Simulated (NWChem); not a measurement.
All runs are NWChem calculations. System: silole (C4H6Si), charge 0, spin multiplicity 1, at a geometry optimised with PBE0/def2-SVP. Level: CCSDT/STO-3G, 9 core orbitals frozen.

Job file:

```
start mol
memory heap 100 mb stack 700 mb global 1900 mb
geometry units angstroms nocenter noautoz
  C     -0.740459     0.000000     1.291327
  C     -1.355294     0.000000     0.089561
  Si     0.000000     0.000000    -1.204987
  C      1.355294     0.000000     0.089561
  C      0.740459     0.000000     1.291327
  H     -1.280516     0.000000     2.245246
  H     -2.442339     0.000000    -0.012310
  H      0.000000     1.210924    -2.083358
  H      0.000000    -1.210924    -2.083358
  H      2.442339     0.000000    -0.012310
  H      1.280516     0.000000     2.245246
  symmetry group C2v
end
basis spherical
  * library sto-3g
end
scf
  rhf
  nopen 0
  maxiter 100
  thresh 1e-7
  semidirect memsize 60000000 filesize 0
end
tce
  freeze core 9
  ccsdt
  2eorb
  2emet 13
  thresh 1e-6
  maxiter 100
  tilesize 24
end
task tce energy
```

Output (cleaned and shortened):

```
             Northwest Computational Chemistry Package (NWChem) 7.3.0
             --------------------------------------------------------

                                NWChem Input Module
                                -------------------

 Scaling coordinates for geometry "geometry" by  1.889725989
 (inverse scale =  0.529177249)

 Turning off AUTOSYM since
 SYMMETRY directive was detected!

                             Geometry "geometry" -> ""
                             -------------------------

 Output coordinates in angstroms (scale by  1.889725989 to convert to a.u.)

  No.       Tag          Charge          X              Y              Z
 ---- ---------------- ---------- -------------- -------------- --------------
    1 C                    6.0000    -0.74045900     0.00000000     1.29132700
    2 C                    6.0000    -1.35529400     0.00000000     0.08956100
    3 Si                  14.0000     0.00000000     0.00000000    -1.20498700
    4 C                    6.0000     1.35529400     0.00000000     0.08956100
    5 C                    6.0000     0.74045900     0.00000000     1.29132700
    6 H                    1.0000    -1.28051600     0.00000000     2.24524600
    7 H                    1.0000    -2.44233900     0.00000000    -0.01231000
    8 H                    1.0000     0.00000000     1.21092400    -2.08335800
    9 H                    1.0000     0.00000000    -1.21092400    -2.08335800
   10 H                    1.0000     2.44233900     0.00000000    -0.01231000
   11 H                    1.0000     1.28051600     0.00000000     2.24524600

 Effective nuclear repulsion energy (a.u.)     200.8032743941

            Nuclear Dipole moment (a.u.)
            ----------------------------
        X                 Y               Z
 ---------------- ---------------- ----------------
     0.0000000000     0.0000000000    -0.0000113384

      Symmetry information
      --------------------

 Group name             C2v
 Group number             16
 Group order               4
 No. of unique centers     6

      Symmetry unique atoms

     1    2    3    6    7    8


 Summary of "ao basis" -> "" (spherical)
 ------------------------------------------------------------------------------
       Tag                 Description            Shells   Functions and Types
 ---------------- ------------------------------  ------  ---------------------
 *                           sto-3g                   on all atoms

 Summary of "ao basis" -> "ao basis" (spherical)
 ------------------------------------------------------------------------------
       Tag                 Description            Shells   Functions and Types
 ---------------- ------------------------------  ------  ---------------------
 C                           sto-3g                  3        5   2s1p
 Si                          sto-3g                  5        9   3s2p
 H                           sto-3g                  1        1   1s

                                 NWChem SCF Module
                                 -----------------

  ao basis        = "ao basis"
  functions       =    35
  atoms           =    11
  closed shells   =    22
  open shells     =     0
  charge          =   0.00
  wavefunction    = RHF
  use symmetry    = T
  symmetry adapt  = T

 Summary of "ao basis" -> "ao basis" (spherical)
 ------------------------------------------------------------------------------
       Tag                 Description            Shells   Functions and Types
[...]
   Bfn.  Coefficient  Atom+Function         Bfn.  Coefficient  Atom+Function
  ----- ------------  ---------------      ----- ------------  ---------------
    17      1.077998   3 Si px                7      0.459222   2 C  s
    21     -0.459222   4 C  s                10     -0.341195   2 C  pz
    24      0.341195   4 C  pz               13     -0.311968   3 Si px
     8      0.285262   2 C  px               22      0.285262   4 C  px
     3      0.251911   1 C  px               27      0.251911   5 C  px

 center of mass
 --------------
 x =  -0.00000000 y =   0.00000000 z =  -0.00619806

 moments of inertia (a.u.)
 ------------------
         366.749481755202           0.000000000000           0.000000000000
           0.000000000000         615.350219294241           0.000000000000
           0.000000000000           0.000000000000         269.710170316183

  Mulliken analysis of the total density
  --------------------------------------

    Atom       Charge   Shell Charges
 -----------   ------   -------------------------------------------------------
    1 C    6     6.07   1.99  1.16  2.92
    2 C    6     6.25   1.99  1.23  3.03
    3 Si  14    13.25   2.00  1.99  5.89  1.18  2.19
    4 C    6     6.25   1.99  1.23  3.03
    5 C    6     6.07   1.99  1.16  2.92
    6 H    1     0.95   0.95
    7 H    1     0.95   0.95
    8 H    1     1.15   1.15
    9 H    1     1.15   1.15
   10 H    1     0.95   0.95
   11 H    1     0.95   0.95

       Multipole analysis of the density wrt the origin
       ------------------------------------------------

     L   x y z        total         open         nuclear
     -   - - -        -----         ----         -------
     0   0 0 0     -0.000000      0.000000     44.000000

     1   1 0 0     -0.000000      0.000000      0.000000
     1   0 1 0     -0.000000      0.000000      0.000000
     1   0 0 1     -0.196630      0.000000     -0.000011

     2   2 0 0    -25.352136      0.000000    156.522243
     2   1 1 0      0.000000      0.000000      0.000000
     2   1 0 1      0.000000      0.000000      0.000000
     2   0 2 0    -27.016280      0.000000     10.472767
     2   0 1 1      0.000000      0.000000      0.000000
     2   0 0 2    -25.328898      0.000000    211.399129

                   NWChem Extensible Many-Electron Theory Module
                   ---------------------------------------------


            General Information
            -------------------
      Number of processors :     1
         Wavefunction type : Restricted Hartree-Fock
          No. of electrons :    44
           Alpha electrons :    22
            Beta electrons :    22
           No. of orbitals :    70
            Alpha orbitals :    35
             Beta orbitals :    35
        Alpha frozen cores :     9
         Beta frozen cores :     9
     Alpha frozen virtuals :     0
      Beta frozen virtuals :     0
         Spin multiplicity : singlet
    Number of AO functions :    35
       Number of AO shells :    23
        Use of symmetry is : on
      Symmetry adaption is : on
         Schwarz screening : 0.10D-09

          Correlation Information
          -----------------------
          Calculation type : Coupled-cluster singles, doubles, & triples
   Perturbative correction : none
            Max iterations :      100
        Residual threshold : 0.10D-05
     T(0) DIIS level shift : 0.00D+00
     L(0) DIIS level shift : 0.00D+00
     T(1) DIIS level shift : 0.00D+00
     L(1) DIIS level shift : 0.00D+00
     T(R) DIIS level shift : 0.00D+00
     T(I) DIIS level shift : 0.00D+00
   CC-T/L Amplitude update :  5-th order DIIS
                I/O scheme : Global Array Library
        L-threshold :  0.10D-05
        EOM-threshold :  0.10D-05
 no EOMCCSD initial starts read in
 TCE RESTART OPTIONS
 SLICE:      F
 D4D5:       F
 quantumc:   F
 qrotation:  F
 pwtce:      F
 qducc:      F
 nacto:                         0
 nrotv:                         0
 nrot:                          0

            Memory Information
            ------------------
          Available GA space size is     249035575 doubles
          Available MA space size is     104855556 doubles

 Maximum block size supplied by input
 Maximum block size        24 doubles

 tile_dim =      6

 -------------------------------------------------

 Global array virtual files algorithm will be used

 Parallel file system coherency ......... OK

 4-electron integrals stored in orbital form

 v2    file size   =            27118
 4-index algorithm nr.  13 is used
 imaxsize =       30
 imaxsize ichop =        0
 IN MAPPING 1 for UCC(4),CCSDT,CCSDTQ


 CCSDT iterations
 --------------------------------------------------------
 Iter          Residuum       Correlation     Cpu    Wall
 --------------------------------------------------------
    1   0.2732061526466  -0.2845077020264     2.7     2.7
    2   0.0949129011949  -0.3263390967732     2.8     2.8
    3   0.0506303722639  -0.3452424811764     2.7     2.7
    4   0.0285960308369  -0.3522558577913     2.8     2.8
    5   0.0174436582169  -0.3559412600516     2.7     2.7
    6   0.0086545246251  -0.3594070001477     2.7     2.7
    7   0.0044040841555  -0.3598460809310     2.7     2.7
    8   0.0029512755282  -0.3599044746407     2.7     2.7
    9   0.0019690829396  -0.3599543754219     2.7     2.7
   10   0.0014469520691  -0.3599930322499     2.7     2.7
   11   0.0004774395453  -0.3600660952807     2.7     2.7
   12   0.0002427902453  -0.3600898355822     2.7     2.7
   13   0.0001605108574  -0.3600961015419     2.7     2.7
   14   0.0001023570651  -0.3600968771405     2.7     2.7
   15   0.0000723114351  -0.3600974440026     2.7     2.7
   16   0.0000251279376  -0.3600963204203     2.7     2.7
   17   0.0000139808179  -0.3600974790430     2.7     2.7
   18   0.0000093104705  -0.3600976696482     2.7     2.7
   19   0.0000064525547  -0.3600978498249     2.7     2.7
   20   0.0000046077499  -0.3600979616216     2.7     2.7
   21   0.0000016160229  -0.3600982035460     2.7     2.7
   22   0.0000008440030  -0.3600982717994     2.7     2.7
 --------------------------------------------------------
 Iterations converged
 CCSDT correlation energy / hartree =        -0.360098271799421
 CCSDT total energy / hartree       =      -439.016841811540587

 Singles contributions

 Doubles contributions
    23b2  (alpha)    23b2  (beta ) ---    22a2  (alpha)    22a2  (beta )       -0.1743511747

 Task  times  cpu:       61.6s     wall:       61.6s

 Total times  cpu:       61.6s     wall:       61.6s
```
